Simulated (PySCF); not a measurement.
Gas-phase equilibrium of 1 mol H₂O, 0.96 mol O₂ at 800 K and 1.01 bar, among 9 species (O₂, O, HO₂, H₂O, H, H₂O₂, O₃, H₂, OH). Only gases are allowed; each row takes one source of thermochemistry for all species, and Cantera finds the minimum.

Computed with PySCF (xtb for GFN2) and rigid-rotor harmonic-oscillator thermochemistry at 1 bar. 'Table' is the NASA 1993 thermochemical table (part measured, part estimated). After a fit of one offset per element over all species, the range-separated, M06-2X, PBE0/def2-QZVP and CCSD(T)/def2-TZVPP enthalpies, where run, lie to one side of the table for O₃ (+19 kJ/mol): a fault of the table's entry, another state or a shared error of the levels is possible; this was not checked at source. S°(298 K) at PBE0/def2-TZVP differs from the NASA 1993 table for H₂O₂ (-8 J/mol/K); whether the harmonic model or the table's entry is off was not settled. † marks an energy on the PBE0/def2-TZVP geometry and frequencies; other levels use their own. MP2 and CCSD(T) freeze the core. 6-31G* has spherical d functions here. Open shells (unrestricted) among the columns below: O₂ (multiplicity 3), O (multiplicity 3, electronic degeneracy 9); the rest are closed-shell singlets. GFN2 has no spin-polarisation term. Spin-orbit splitting is ignored; it lowers the true energy and changes the entropy of O. No R ln 2 is added for the mirror-image form of H₂O₂. MP2 isn't extrapolated to the basis-set limit. CCSD(T) isn't extrapolated to the basis-set limit. The harmonic model lacks anharmonicity and excited electronic states, which grow with temperature; levels with a mode under 35 cm⁻¹ are left out. Strong static correlation: O₃. Internal rotation in H₂O₂ is treated as a harmonic vibration of one conformer, which makes the entropy rough. Warning, large T1 diagnostic: O₃ (CCSD(T)/def2-TZVPP†). Warning, point group unlike the PBE0 one: H₂O₂ (GFN2-xTB).

Molecules larger than those listed are left out.

Mole fractions:

```csv
thermochemistry,x H₂O,x O₂,x O₃,x O,x H₂O₂
table,0.51,0.49,<1e-12,<1e-12,4.5e-11
CCSD(T)/def2-TZVPP†,0.51,0.49,<1e-12,<1e-12,1.0e-11
GFN2-xTB,0.56,1.3e-6,0.38,<1e-12,0.057
HF/6-31G*,0.48,0.39,<1e-12,0.13,<1e-12
M06-2X/def2-TZVP†,0.51,0.49,<1e-12,<1e-12,1.5e-11
MP2/def2-SVP†,0.51,0.49,<1e-12,<1e-12,1.4e-12
PBE0/def2-QZVP†,0.51,0.49,<1e-12,<1e-12,5.6e-12
```
The most sensitive of these is O₃: it spans a factor of 10^11.6 over these rows; at this temperature one factor of ten is RT ln 10 = 15 kJ/mol.
